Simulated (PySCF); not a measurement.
# Electron correlation in Ta (tantalum, neutral)

[Xe] 4f14 5d5, high-spin 6S determinant (an excited configuration). All numbers are calculated (PySCF 2.14, a scalar-relativistic core potential, in def2-QZVPPD with the def2 core potential (60 electrons) (7s6p4d3f2g, 84 functions)). Frozen: 5s2 5p6; 5 electrons correlated.

```
  level  correlation energy (mhartree)
   CCSD                         -68.91
    (T)                          -2.72
CCSD(T)                         -71.63
```

Diagnostics: T1 = 0.0075, D1 = 0.0106, largest double amplitude 0.036.

Cost of the coupled-cluster step: roughly 15 core-seconds, for 5 correlated electrons.
